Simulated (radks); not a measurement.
Task: The mean radii <r> (bohr) of the occupied orbitals of an atom or ion are listed with their occupations. All-electron calculation, Dirac Kohn-Sham, BLYP, spin-unpolarised, spherical densities, finite nucleus; Fermi nuclear charge, rms radius of each element as measured or else 0.836 A^(1/3) + 0.57 fm. Program: a radial shooting solver on a logarithmic mesh with Libxc functionals.

| orbital | occ. | <r> |
|---|---|---|
| 1s1/2 | 2 | 0.02274 |
| 2s1/2 | 2 | 0.09649 |
| 2p1/2 | 2 | 0.08072 |
| 2p3/2 | 4 | 0.08735 |
| 3s1/2 | 2 | 0.2546 |
| 3p1/2 | 2 | 0.2442 |
| 3p3/2 | 4 | 0.2569 |
| 3d3/2 | 4 | 0.2286 |
| 3d5/2 | 6 | 0.2326 |
| 4s1/2 | 2 | 0.5793 |
| 4p1/2 | 2 | 0.5934 |
| 4p3/2 | 4 | 0.6225 |
| 4d3/2 | 4 | 0.6653 |
| 4d5/2 | 6 | 0.6757 |
| 5s1/2 | 2 | 1.410 |
| 5p1/2 | 2 | 1.589 |
| 5p3/2 | 4 | 1.683 |
| 4f5/2 | 6 | 0.9928 |
| 7s1/2 | 1 | 7.871 |

Name the element and its charge. Open shells, if any, fill j = l - 1/2 first.

Result: Z = 62, samarium, charge +1: Sm+ in [Xe] 4f6 7s1. The 1s radius gives Z: for a bare nucleus <r> = (2 gamma + 1)/(2Z) with gamma = sqrt(1 - (Z/c)^2), 0.02245 bohr for Z = 62, and screening makes it slightly larger (0.02274 here). The occupations add up to 61, and the charge is Z minus that.
